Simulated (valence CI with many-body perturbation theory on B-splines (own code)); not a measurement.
## Level structure of Ba25+

Calculated by valence CI with perturbative core correlation (CI+MBPT): three valence electrons over a frozen Dirac-Fock core [Ar] 3d10, radial functions for each j: 11 s, 11 p, 9 d, 7 f, 5 g, 2 h, 1 i, with the one-electron correlation potential Σ1, the two-electron term Σ2, the three-electron term Σ3, Breit, model QED; selected CI, second order for the rest (own B-spline code, finite nucleus).

No measured spectrum was set against this ion. As an estimate, levels hold to about 250 cm⁻¹ or 0.2 % of their energy and the worst to 1 %, as in measured heavy ions of charge 2 to 7; those with d or f electrons hold less well.

Levels 1 to 45 of 73, with energies above the lowest level, (4s^2 4p1/2) J=1/2. "Leading %" is the weight of the configuration and term that name the level; weights of strongly mixed levels are sums over their largest components and can fall short. In the jj column 3d3/2^4 stands for four electrons in 3d with j = 3/2. Lifetimes count E1, E2, E3, M1 and M2 decay at the calculated energies, and are blank where another channel may lead or the interval is too uncertain; long ones can be off by a factor of two.

```csv
No.,Configuration,Term,J,E (eV),Leading %,Second component,Lifetime,g,Leading jj
1,4s²4p,²P°,1/2,0.00,99,,,0.663,4s^2 4p1/2 (99 %)
2,4s²4p,²P°,3/2,21.31,99,,21.7 μs,1.332,4s^2 4p3/2 (99 %)
3,4s4p²,⁴P,1/2,53.86,76,18 % 4s4p² ²S,182 ps,2.437,4s 4p1/2^2 (88 %)
4,4s4p²,⁴P,3/2,68.65,95,,1.54 ns,1.695,4s 4p1/2 4p3/2 (98 %)
5,4s4p²,⁴P,5/2,73.39,57,41 % 4s4p² ²D,265 ps,1.429,4s 4p1/2 4p3/2 (92 %)
6,4s4p²,²D,3/2,81.02,77,17 % 4s4p² ²P,20.3 ps,0.905,4s 4p1/2 4p3/2 (89 %)
7,4s4p²,²P,1/2,84.71,71,16 % 4s4p² ⁴P,7.33 ps,1.153,4s 4p1/2 4p3/2 (84 %)
8,4s4p²,²D,5/2,93.37,53,42 % 4s4p² ⁴P,101 ps,1.367,4s 4p3/2^2 (90 %)
9,4s4p²,²S,1/2,106.05,68,23 % 4s4p² ²P,10.5 ps,1.742,4s 4p3/2^2 (93 %)
10,4s4p²,²P,3/2,106.83,78,12 % 4s4p² ²D,5.60 ps,1.248,4s 4p3/2^2 (83 %)
11,4s²4d,²D,3/2,120.33,88,8 % 4s4p² ²D,3.40 ps,0.811,4s^2 4d3/2 (88 %)
12,4s²4d,²D,5/2,124.10,93,5 % 4s4p² ²D,4.93 ps,1.200,4s^2 4d5/2 (93 %)
13,4p³,²P°,3/2,137.73,39,28 % 4p³ ²D°,12.7 ps,1.348,4p1/2^2 4p3/2 (92 %)
14,4p³,⁴S°,3/2,154.35,53,36 % 4p³ ²D°,8.86 ps,1.440,4p1/2 4p3/2^2 (89 %)
15,4p³,²D°,5/2,155.06,80,16 % 4s4p4d ²D°,22.8 ps,1.191,4p1/2 4p3/2^2 (80 %)
16,4s4p4d,⁴F°,3/2,161.68,86,8 % 4s4p4d ²D°,55.1 ps,0.474,4s 4p1/2 4d3/2 (92 %)
17,4p³,²P°,1/2,163.20,92,5 % 4s4p4d ²P°,9.20 ps,0.663,4p1/2 4p3/2^2 (92 %)
18,4s4p4d,⁴F°,5/2,165.24,78,6 % 4s4p4d ²D°,32.8 ps,1.053,4s 4p1/2 4d3/2 (63 %)
19,4s4p4d,⁴F°,7/2,171.51,72,16 % 4s4p4d ⁴D°,20.7 ps,1.256,4s 4p1/2 4d5/2 (81 %)
20,4s4p4d,⁴P°,5/2,171.93,52,24 % 4s4p4d ⁴D°,6.15 ps,1.442,4s 4p1/2 4d5/2 (91 %)
21,4s4p4d,⁴D°,3/2,172.42,50,31 % 4s4p4d ⁴P°,3.96 ps,1.350,4s 4p1/2 4d3/2 (62 %)
22,4s4p4d,⁴D°,1/2,172.81,75,16 % 4s4p4d ²P°,3.14 ps,0.340,4s 4p1/2 4d3/2 (89 %)
23,4p³,²P°,3/2,179.11,48,16 % 4p³ ⁴S°,8.48 ps,1.301,4p3/2^3 (78 %)
24,4s4p4d,²F°,5/2,179.86,74,7 % 4s4p4d ²D°,8.19 ps,0.955,4s 4p1/2 4d5/2 (66 %)
25,4s4p4d,²D°,3/2,182.51,48,33 % 4s4p4d ²P°,4.04 ps,0.959,4s 4p1/2 4d5/2 (46 %)
26,4s4p4d,⁴F°,9/2,185.77,100,,32.0 μs,1.332,4s 4p3/2 4d5/2 (100 %)
27,4s4p4d,⁴P°,1/2,188.39,88,11 % 4s4p4d ⁴D°,4.68 ps,2.368,4s 4p3/2 4d3/2 (97 %)
28,4s4p4d,⁴D°,5/2,188.46,60,11 % 4s4p4d ⁴F°,3.76 ps,1.295,4s 4p3/2 4d3/2 (89 %)
29,4s4p4d,⁴P°,3/2,188.94,56,39 % 4s4p4d ⁴D°,4.21 ps,1.488,4s 4p3/2 4d3/2 (87 %)
30,4s4p4d,⁴D°,7/2,189.03,68,23 % 4s4p4d ⁴F°,4.17 ps,1.359,4s 4p3/2 4d3/2 (48 %)
31,4s4p4d,²D°,5/2,193.59,49,33 % 4s4p4d ⁴P°,6.87 ps,1.311,4s 4p3/2 4d5/2 (95 %)
32,4s4p4d,²D°,3/2,195.98,58,20 % 4s4p4d ²P°,3.52 ps,1.018,4s 4p3/2 4d5/2 (39 %)
33,4s4p4d,²F°,7/2,199.59,97,,8.41 ps,1.143,4s 4p3/2 4d5/2 (74 %)
34,4s4p4d,²F°,5/2,201.07,75,12 % 4s²4f ²F°,3.32 ps,0.898,4s 4p3/2 4d3/2 (77 %)
35,4s4p4d,²F°,7/2,201.79,71,15 % 4s4p4d ⁴D°,4.06 ps,1.187,4s 4p3/2 4d5/2 (67 %)
36,4s4p4d,²P°,1/2,203.92,83,13 % 4s4p4d ⁴D°,3.12 ps,0.616,4s 4p3/2 4d3/2 (65 %)
37,4s4p4d,²P°,1/2,206.70,92,6 % 4p³ ²P°,3.74 ps,0.669,4s 4p3/2 4d5/2 (67 %)
38,4s4p4d,²P°,3/2,209.09,80,7 % 4s4p4d ²D°,3.23 ps,1.286,4s 4p3/2 4d5/2 (75 %)
39,4s4p4d,²D°,3/2,209.21,46,38 % 4s4p4d ²P°,2.61 ps,1.055,4s 4p3/2 4d5/2 (47 %)
40,4s4p4d,²D°,5/2,210.12,78,12 % 4s4p4d ²F°,2.53 ps,1.154,4s 4p3/2 4d5/2 (81 %)
41,4p²4d,⁴F,3/2,227.83,48,21 % 4p²4d ²D,16.3 ps,0.715,4p1/2^2 4d3/2 (94 %)
42,4s²4f,²F°,5/2,228.29,85,13 % 4s4p4d ²F°,3.11 ps,0.857,4s^2 4f5/2 (85 %)
43,4s²4f,²F°,7/2,228.56,87,11 % 4s4p4d ²F°,3.57 ps,1.143,4s^2 4f7/2 (87 %)
44,4p²4d,⁴F,5/2,234.20,31,27 % 4p²4d ⁴D,12.2 ps,1.168,4p1/2^2 4d5/2 (83 %)
45,4p²4d,²F,5/2,242.91,57,36 % 4p²4d ⁴F,21.2 ps,0.927,4p1/2 4p3/2 4d3/2 (90 %)
```

Where two levels of one J and parity lie close, their mixing, g and order are uncertain.

The ionisation energy to 4s² ¹S0 of the next ion comes out as 848.36 eV (NIST: 846 ± 4 eV (theoretical)). All 73 levels together are meant to be complete up to 279.83 eV.
